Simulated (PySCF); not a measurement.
## Si (silicon, neutral) across methods

[Ne] 3s2 3p2, high-spin 3P determinant. Calculation: PySCF 2.14, in dyall-av3z (19s12p3d2f, 84 functions); the spin-free X2C one-electron Hamiltonian (Gaussian nucleus). The B2PLYP total includes its PT2 part (frozen core); its orbital energies are those of the SCF part.

```json
{"method": "UHF", "E (hartree)": "-289.46318", "mean ε 3s α (eV)": "-16.915", "mean ε 3s β (eV)": "-12.647", "mean ε 3p α (eV)": "-8.188", "Σ⟨r²⟩ (bohr²)": "32.12", "⟨S²⟩": "2.015"}
{"method": "r2SCAN", "E (hartree)": "-289.9606", "mean ε 3s α (eV)": "-11.718", "mean ε 3s β (eV)": "-9.806", "mean ε 3p α (eV)": "-4.898", "Σ⟨r²⟩ (bohr²)": "31.67", "⟨S²⟩": "2.009"}
{"method": "PBE0", "E (hartree)": "-289.8688", "mean ε 3s α (eV)": "-12.840", "mean ε 3s β (eV)": "-10.757", "mean ε 3p α (eV)": "-5.619", "Σ⟨r²⟩ (bohr²)": "31.76", "⟨S²⟩": "2.006"}
{"method": "B2PLYP", "E (hartree)": "-289.8711", "mean ε 3s α (eV)": "-14.260", "mean ε 3s β (eV)": "-11.589", "mean ε 3p α (eV)": "-6.409", "Σ⟨r²⟩ (bohr²)": "31.95", "⟨S²⟩": "2.007"}
{"method": "LC-wPBE", "E (hartree)": "-289.8927", "mean ε 3s α (eV)": "-16.113", "mean ε 3s β (eV)": "-13.408", "mean ε 3p α (eV)": "-8.197", "Σ⟨r²⟩ (bohr²)": "31.32", "⟨S²⟩": "2.008"}
{"method": "HSE06", "E (hartree)": "-289.8853", "mean ε 3s α (eV)": "-12.423", "mean ε 3s β (eV)": "-10.372", "mean ε 3p α (eV)": "-5.218", "Σ⟨r²⟩ (bohr²)": "31.77", "⟨S²⟩": "2.005"}
{"method": "LDA", "E (hartree)": "-288.8229", "mean ε 3s α (eV)": "-11.339", "mean ε 3s β (eV)": "-9.919", "mean ε 3p α (eV)": "-4.563", "Σ⟨r²⟩ (bohr²)": "32.10", "⟨S²⟩": "2.002"}
{"method": "PBE", "E (hartree)": "-289.8457", "mean ε 3s α (eV)": "-11.270", "mean ε 3s β (eV)": "-9.742", "mean ε 3p α (eV)": "-4.598", "Σ⟨r²⟩ (bohr²)": "32.00", "⟨S²⟩": "2.004"}
```

**Question.** Estimate the same row for TPSSh.

**Answer.** E (hartree) = -290.0022; mean ε 3s α (eV) = -12.131; mean ε 3s β (eV) = -10.064; mean ε 3p α (eV) = -5.125; Σ⟨r²⟩ (bohr²) = 31.62; ⟨S²⟩ = 2.006.
